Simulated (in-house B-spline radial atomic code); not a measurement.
**KLI/ALDAx excitations of Ca8+**

Method: KLI/ALDAx. Computed with an all-electron radial atomic-structure program (B-spline basis): linear response of the closed shell [Ne] 3s2 with the adiabatic LDA exchange kernel on the exchange-only KLI potential; scalar-relativistic (spin-free one-electron X2C), finite nucleus, no spin-orbit coupling, no double excitations, S, P, D and F terms only.

Command:
```bash
python run_td.py task.json out
```
Settings (radii: box in bohr, nucleus in fm):
```
Z                        20
electrons                12
configuration            [Ne] 3s2
hamiltonian              x2c
method                   kli
box_radius               11.59
rms_radius               3.4776
intervals                103
```

Run time, properties included: 0.5 s on 1 thread of Intel(R) Xeon(R) Platinum 8259CL CPU @ 2.50GHz (Skylake/Cascade Lake) (shared host).

The lowest states, in the order of their Tamm-Dancoff energies; the method's threshold (minus the highest occupied level) is 186.37 eV. Labels give the largest channel, * marks a mixed state, and oscillator strengths are full-response dipole values. Semilocal kernels can invert the small singlet-triplet splittings of Rydberg terms. Energies in eV:

```
     state  full response  Tamm-Dancoff  oscillator strength
3s → 3p 3P         17.230        17.636                    -
3s → 3p 1P         27.143        28.131                 1.04
3s → 3d 3D          48.16         48.29                    -
3s → 3d 1D          52.73         52.75                    -
3s → 4s 3S              ?             ?                    -
3s → 4s 1S          94.50         94.54                    -
3s → 4p 3P         100.23        100.24                    -
3s → 4p 1P         101.21        101.25                0.271
3s → 4d 3D              ?             ?                    -
3s → 4d 1D         111.59        111.59                    -
```

(1) Where does 3s → 4s 3S lie?

(2) Where does 3s → 4d 3D lie?

(3) How large is the singlet-triplet splitting of 3s → 3p (P terms) in Tamm-Dancoff?

(4) What polarisabilities and dispersion coefficient does the method give?

## Answers

(1) At 92.20 eV in full response, 92.22 eV in Tamm-Dancoff.

(2) At 111.10 eV in full response, 111.11 eV in Tamm-Dancoff.

(3) 10.5 eV, from the unrounded values.

(4) Dipole 1.094 bohr³, quadrupole 0.6407 bohr⁵, C6 0.969 hartree·bohr⁶ for two such species.
